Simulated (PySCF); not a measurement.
# From computed data to an observable: oscillator strength and radiative lifetime

CH11N3Si2, SMILES C[Si@H](N)[SiH](N)N.

Coordinates come from a B3LYP-D3(BJ)/def2-SVP optimisation. The structure was generated by enumeration; whether it is a known compound was not checked. One conformer was computed; it need not be the lowest.

TDA-M06-2X/def2-SVPD (PySCF) puts the first singlet state with f over 0.02 at 6.39 eV (vertical), with the transition dipole (-0.259, 0.481, -0.071) in atomic units.

Find the oscillator strength, the wavelength and the radiative lifetime that this transition would have in vacuum if emission retraced absorption.


|μ|² = 0.3035 au, so |μ| = 1.40 D. ΔE = 6.39/27.211 = 0.2348 hartree. f = (2/3) ΔE |μ|² = 0.048 (the program prints 0.048).
λ = 1239.84/6.39 = 194 nm; ν = 51539 cm⁻¹.
Einstein's coefficient A = 0.6670 ν² f s⁻¹ (ν in cm⁻¹) = 8.4e7 s⁻¹, so τ = 1/A = 12 ns. This state is S3; the lower singlets have f = 0.018, 0.019. The figure is the radiative limit of this one transition; relaxation, internal conversion, crossing to triplets and a medium change what is measured.
